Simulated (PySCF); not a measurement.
Isomers of C4H10OSi, one conformer each; single-point electronic energies without zero-point terms and without any empirical dispersion term.

Computed with PySCF at PBE0/pcSseg-1, non-relativistic, each on one gas-phase PBE0-D3(BJ)/def2-SVP geometry that isn't relaxed in the solvent. The solvent is an IEF-PCM continuum (van der Waals radii × 1.2). The model holds no explicit solvent molecules, cavitation or dispersion.

| isomer | relative energy, gas (kJ/mol) | dipole (D) |
| --- | --- | --- |
| `O[SiH]1CCCC1` | 0.0 | 1.85 |
| `C[C@@H]1CCO[SiH2]1` | 72.2 | 1.96 |
| `C=CO[SiH](C)C` | 74.6 | 1.68 |
| `C=CCC[SiH2]O` | 113.5 | 1.51 |
| `C=CC[SiH2]OC` | 152.2 | 0.94 |
| `C=CCCO[SiH3]` | 179.6 | 1.07 |
| `C(O[SiH3])C1CC1` | 188.2 | 1.00 |
| `CO[C@@H]1[SiH2]CC1` | 267.7 | 1.00 |

Task: How do the relative energies look in chloroform (ε = 4.711)?

Result: 
| isomer | relative energy, solvent (kJ/mol) | E(solvent) − E(gas) (kJ/mol) | dipole in solvent (D) |
| --- | --- | --- | --- |
| `O[SiH]1CCCC1` | 0.0 | -13.6 | 2.19 |
| `C[C@@H]1CCO[SiH2]1` | 77.1 | -8.7 | 2.35 |
| `C=CO[SiH](C)C` | 77.5 | -10.7 | 2.02 |
| `C=CCC[SiH2]O` | 110.9 | -16.2 | 1.71 |
| `C=CC[SiH2]OC` | 156.3 | -9.5 | 1.13 |
| `C=CCCO[SiH3]` | 185.5 | -7.7 | 1.36 |
| `C(O[SiH3])C1CC1` | 193.7 | -8.2 | 1.26 |
| `CO[C@@H]1[SiH2]CC1` | 273.4 | -7.9 | 1.28 |

The order is unchanged. Conformers: `[OH:1][SiH:2]1[CH2:3][CH2:4][CH2:5][CH2:6]1` with H–O1–Si2–C3 57°, O1–Si2–C3–C4 -107°, Si2–C3–C4–C5 -37°, C3–C4–C5–C6 50°, C4–C5–C6–Si2 -36°; `[CH3:1][C@@H:2]1[CH2:3][CH2:4][O:5][SiH2:6]1` with C1–C2–C3–C4 -163°, C2–C3–C4–O5 41°, C3–C4–O5–Si6 -25°, C4–O5–Si6–C2 2°; `[CH2:1]=[CH:2][O:3][SiH:4]([CH3:5])[CH3:6]` with C1–C2–O3–Si4 164°, C2–O3–Si4–C5 -79°; `[CH2:1]=[CH:2][CH2:3][CH2:4][SiH2:5][OH:6]` with C1–C2–C3–C4 -117°, C2–C3–C4–Si5 -178°, C3–C4–Si5–O6 177°, C4–Si5–O6–H 69°; `[CH2:1]=[CH:2][CH2:3][SiH2:4][O:5][CH3:6]` with C1–C2–C3–Si4 111°, C2–C3–Si4–O5 60°, C3–Si4–O5–C6 -177°; `[CH2:1]=[CH:2][CH2:3][CH2:4][O:5][SiH3:6]` with C1–C2–C3–C4 124°, C2–C3–C4–O5 62°, C3–C4–O5–Si6 -170°; `[SiH3:1][O:2][CH2:3][CH:4]1[CH2:5][CH2:6]1` with Si1–O2–C3–C4 -179°, O2–C3–C4–C5 -81°; `[CH3:1][O:2][C@H:3]1[CH2:4][CH2:5][SiH2:6]1` with C1–O2–C3–C4 -175°, O2–C3–C4–C5 151°, C3–C4–C5–Si6 -25°, C4–C5–Si6–C3 20°, O2–C3–Si6–C5 -136°. `C=CCC[SiH2]O` gains most from the continuum, while `C[C@@H]1CCO[SiH2]1` has the largest gas-phase dipole. The gains span 8.5 kJ/mol, the gas-phase energies 267.7 kJ/mol.
